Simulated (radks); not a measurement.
Valence configurations of Mo IV (all share [Kr]). Method: Dirac Kohn-Sham, PBEsol, spin-unpolarised, spherical densities, finite nucleus; open shells fill j = l - 1/2 first; Fermi nuclear charge, rms radius 4.4091 fm; computed with a radial shooting solver on a logarithmic mesh with Libxc functionals. Energies are relative to 4d3; eigenvalues in eV.

valence          E (eV)  e(4d3/2)  e(5p1/2)  e(5s1/2)
4d3               0.000   -32.981         -         -
4d2.5 5s0.5       3.420   -34.689         -   -27.477
4d2.5 5p0.5       6.380   -35.123   -21.845         -
4d2 5s1           7.215   -36.420         -   -28.445
4d1.5 5s1.5      11.402   -38.165         -   -29.384
4d2 5p1          13.280   -37.269   -22.937         -
4d1 5s2          16.004   -39.924         -   -30.288
4d1.5 5s0.5 5p1  17.615   -39.001   -23.702   -29.919
4d0.5 5s2 5p0.5  24.303   -42.103   -24.892   -31.413
4d0.5 5s1.5 5p1  27.566   -42.507   -25.127   -31.659

NIST lists [Kr] 4d3 as the ground configuration; this level of theory agrees among the configurations tried. The energies are those of spherical spin-averaged densities, not of single terms.
